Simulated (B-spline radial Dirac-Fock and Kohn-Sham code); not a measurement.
Muonic isotope shifts in hafnium

These are calculated numbers from a B-spline atomic structure program; the model is the Dirac equation of a negative muon with reduced mass in the field of a spherical finite nucleus, with the Uehling potential to all orders; nuclear polarisation, deformation, hyperfine structure, self-energy, higher-order vacuum polarisation, relativistic recoil and electron screening are left out. Nuclear charge: Fermi distribution (skin thickness 2.3 fm); radii from Angeli and Marinova (2013). Reference ¹⁷⁶Hf, radius 5.3286 fm: 2p3/2 → 1s1/2 5228 keV, 3d5/2 → 2p3/2 1974 keV.

```tsv
A	radius (fm)	δ⟨r²⟩ (fm²)	shift 2p3/2 → 1s (keV)	shift 3d5/2 → 2p3/2 (keV)
170	5.2898	-0.412	+29.35	+2.10
171	5.3041	-0.261	+18.50	+1.32
172	5.3065	-0.235	+16.69	+1.19
173	5.314	-0.155	+11.01	+0.79
174	5.3201	-0.091	+6.41	+0.46
175	5.3191	-0.101	+7.17	+0.52
177	5.3309	+0.025	-1.73	-0.12
178	5.3371	+0.091	-6.39	-0.46
179	5.3408	+0.130	-9.17	-0.66
180	5.347	+0.196	-13.83	-0.99
182	5.3516	+0.246	-17.27	-1.24
```
